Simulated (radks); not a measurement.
Q: P, 15 electrons, occupied as [Ne] 3s1 3p3 4p1 (not the ground configuration). Calculated with a radial shooting solver on a logarithmic mesh with Libxc functionals: scalar-relativistic Kohn-Sham, HCTH/407, spin-unpolarised, spherical densities, point nucleus. Some entries of the table are withheld. Estimate them.

| orbital | occ. | eigenvalue (hartree) | <1/r> (bohr^-1) | <r> (bohr) |
|---|---|---|---|---|
| 1s | 2 | (1) | 14.63 | (2) |
| 2s | 2 | (3) | 2.829 | 0.5179 |
| 2p | 6 | -4.93217 | 2.719 | 0.4826 |
| 3s | 1 | (4) | 0.7510 | 1.813 |
| 3p | 3 | (5) | 0.6313 | 2.128 |
| 4p | 1 | -0.04776 | 0.1627 | 7.995 |

A: 
(1) 1s eigenvalue (hartree): -76.85557
(2) 1s <r> (bohr): 0.1037
(3) 2s eigenvalue (hartree): -6.74688
(4) 3s eigenvalue (hartree): -0.74392
(5) 3p eigenvalue (hartree): -0.40891
